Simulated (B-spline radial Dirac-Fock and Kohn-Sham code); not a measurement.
## What relativity does to the binding energies of Sn²¹⁺

System: the Sn²¹⁺ ion in the configuration [Ar] 3d10 4s1.

Both columns are ΔSCF binding energies of the configuration average from a B-spline atomic structure program: non-relativistic Hartree-Fock with a point nucleus, and Dirac-Fock with a finite nucleus and the Coulomb interaction alone, averaged over the two j levels with weights 2j+1.

```
shell  Hartree-Fock (eV)  Dirac-Fock (eV)  shift (eV)  shift (%)
   1s            28907.3          29946.1    +1038.78      +3.59
   2s             4857.5           5115.2     +257.70      +5.31
   2p             4572.3           4649.8      +77.51      +1.70
   3p             1309.1           1329.2      +20.19      +1.54
   3d             1094.2           1090.1       -4.15      -0.38
   4s              624.5            641.5      +17.03      +2.73
```

Relativity binds 1s, 2s, 2p, 3p, 4s more strongly, among those listed most of all 2s in relative terms, and 3d more weakly, because the contracted s and p shells screen the nucleus better.

Values without a named source are computed, but for edge energies of neutral atoms, which are taken from tables.
